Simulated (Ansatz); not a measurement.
`C[Si](O)(O)Cl` + H₂ → `C[SiH](O)Cl` + H₂O  (hydrogenolysis of the Si–O bond)

Program: Ansatz. Geometries: PBE0-D4/def2-TZVP. ΔE: electronic, gas phase. CCSD(T)/CBS is the MP2 limit (def2-TZVPP, def2-QZVPP) plus CCSD(T) − MP2 in def2-TZVPP, frozen cores. This one scheme is used for every species. DFT in def2-TZVPP. B3LYP here is the variant with VWN-RPA as its local correlation; programs differ in this. HSE06 is defined as in plane-wave codes. One conformer a species, not always the lowest.

Task: Is it downhill or uphill in electronic energy at CCSD(T)/CBS, and by how much? (Estimate.)

Result: The calculation gave: Uphill: ΔE = +97.4 kJ/mol.

Task: What do these levels give: B97M-V, HSE06-D4, BLYP, r2SCAN, B3LYP, MP2/def2-SVP? (Best estimate.)

Result: The calculation gave: B97M-V 104.1, HSE06-D4 94.3, BLYP 91.9, r2SCAN 105.2, B3LYP 93.6, MP2/def2-SVP 94.4 kJ/mol.

Largest T1 diagnostic among the species: 0.010.

At CCSD(T), def2-SVP lies −10.5 kJ/mol from the extrapolated value and def2-TZVPP +0.7 kJ/mol. In def2-TZVPP, CCSD(T) changes the Hartree–Fock value by +5.8 kJ/mol (the triples alone add +2.4 kJ/mol) and MP2 by +11.0 kJ/mol.
